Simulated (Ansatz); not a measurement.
`C#[C][In]([Cl])[Cl]` and `[NH2][In]([Cl])[Cl]` differ in one atom or group.

Ansatz, PBE0-D4/def2-TZVP geometries, multiplicity 1. Each molecule was computed in one conformer, which needn't be the lowest.

Elements past krypton have def2 core potentials.

| property | `C#[C][In]([Cl])[Cl]` |
| --- | --- |
| LUMO energy (PBE0/def2-TZVPP) / eV | -2.06 |
| HOMO energy (PBE0/def2-TZVPP) / eV | -8.84 |
| HOMO energy (B3LYP/def2-TZVPP) / eV | -8.57 |
| size of the dipole moment (B3LYP/def2-TZVPP) / D | 2.64 |
| HOMO–LUMO gap (B3LYP/def2-TZVPP) / eV | 6.25 |
| size of the dipole moment (ωB97M-V/def2-TZVPP) / D | 2.67 |

Problem. What does the change do to each property? (Estimate.)

Solution. Ansatz gave: 
| property | `[NH2][In]([Cl])[Cl]` | shift |
| --- | --- | --- |
| LUMO energy (PBE0/def2-TZVPP) / eV | -2.07 | -0.01 |
| HOMO energy (PBE0/def2-TZVPP) / eV | -8.09 | 0.75 |
| HOMO energy (B3LYP/def2-TZVPP) / eV | -7.84 | 0.73 |
| size of the dipole moment (B3LYP/def2-TZVPP) / D | 2.92 | 0.28 |
| HOMO–LUMO gap (B3LYP/def2-TZVPP) / eV | 5.45 | -0.80 |
| size of the dipole moment (ωB97M-V/def2-TZVPP) / D | 2.88 | 0.21 |

Dipoles are sizes alone; their direction can turn.

B3LYP here is the variant with VWN-RPA as its local correlation; programs differ in this.
